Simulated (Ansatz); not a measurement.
`[SiH3][CH](S)[SbH2]` + `C=C=N` → `C=C=[N][SbH2]` + `[SiH3]CS` at 400 K and 1 bar (ligand exchange at the Sb–C bond).

Computed with Ansatz on PBE0-D4/def2-TZVP structures; ΔE is electronic, products minus reactants. CCSD(T)/CBS adds triple-zeta CCSD(T) − MP2 to the extrapolated MP2 energy (def2 sets, frozen cores). This one scheme is used for every species. Elements past krypton have def2 core potentials. For Sb outer-core shells are correlated without core-valence functions, which leaves a few kJ/mol of doubt a bond. One conformer a species, not always the lowest.

| species | CCSD(T)/CBS energy (Eh) | H − E (kJ/mol) | S (J/(mol·K)) |
| --- | --- | --- | --- |
| `[SiH3][CH](S)[SbH2]` | -969.10537 | 207.9 | 415.6 |
| `C=C=N` | -132.55079 | 133.3 | 267.3 |
| `C=C=[N][SbH2]` | -373.15774 | 153.4 | 359.1 |
| `[SiH3]CS` | -728.50660 | 187.9 | 334.8 |

H − E and S are ideal-gas, rigid-rotor, harmonic terms from PBE0-D4/def2-TZVP, for one conformer and one mirror image of each species. 1 Eh = 2625.50 kJ/mol, R = 8.31446 J/(mol·K).

By hand: ΔE, ΔH, ΔS and ΔG.

ΔE = (-373.15774) + (-728.50660) − (-969.10537) − (-132.55079) = -0.00818 Eh = -21.5 kJ/mol. Δ(H − E) = 153.4 + 187.9 − 207.9 − 133.3 = 0.1, so ΔH = -21.4 kJ/mol. ΔS = 359.1 + 334.8 − 415.6 − 267.3 = 11.0 J/(mol·K). ΔG = -21.4 − 400 × (11.0)/1000 = -25.8 kJ/mol.

By hand: the equilibrium constant, and the temperature at which ΔG would vanish if ΔH and ΔS stayed fixed.

log₁₀ K = −ΔG/(RT ln 10) = 3.4. ΔH and −TΔS have one sign here, so there is no such temperature.

The number of gas molecules stays the same, so ΔS is small and ΔH decides. A doubt of 5 kJ/mol in ΔE shifts log₁₀ K by 0.7 here. Other conformers and mirror images would add mixing entropy, several J/(mol·K) or more a flexible species. These are equilibria of isolated gas molecules and say nothing of rates. Largest T1 diagnostic: 0.015 (customary marks: 0.02 for closed shells, 0.045 for open ones).

ΔS is within the doubt of such terms, so its sign, and with it that verdict, could turn.
